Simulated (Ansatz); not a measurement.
`[BH]1[AlH][O][GeH2]1`. Total charge 0; spin multiplicity 1. The geometry is a stationary point of PBE0-D4/def2-TZVP.

```xyz
8

B     0.055    1.319    0.233
Al   -1.235    0.130   -1.018
O    -0.402   -1.290   -0.524
Ge    0.832   -0.576    0.616
H     0.337    2.408    0.623
H    -2.450    0.152   -2.032
H     0.625   -1.208    2.009
H     2.238   -0.935    0.093
```

Q: What is the dipole moment at PBE/def2-TZVPP? (Estimate.)

A: Computed: 1.58 D, with components (0.26, 1.50, 0.43) D in this frame, pointing from negative to positive charge.

Q: And with r2SCAN, B3LYP, ωB97M-V? (An estimate is asked.)

A: Computed: r2SCAN 1.67 D, B3LYP 1.84 D, ωB97M-V 1.84 D.

Q: Give the Mulliken charges with PBE, B3LYP, ωB97M-V in def2-TZVPP. (Estimate.)

A: The calculation gave: 
```csv
atom,PBE,B3LYP,ωB97M-V
B1,-0.17,-0.14,-0.22
Al2,0.36,0.41,0.42
O3,-0.42,-0.50,-0.50
Ge4,0.33,0.33,0.28
H5,0.06,0.08,0.13
H6,-0.09,-0.12,-0.09
H7,-0.03,-0.03,-0.01
H8,-0.03,-0.03,-0.01
```

B3LYP here is the variant with VWN-RPA as its local correlation; programs differ in this.
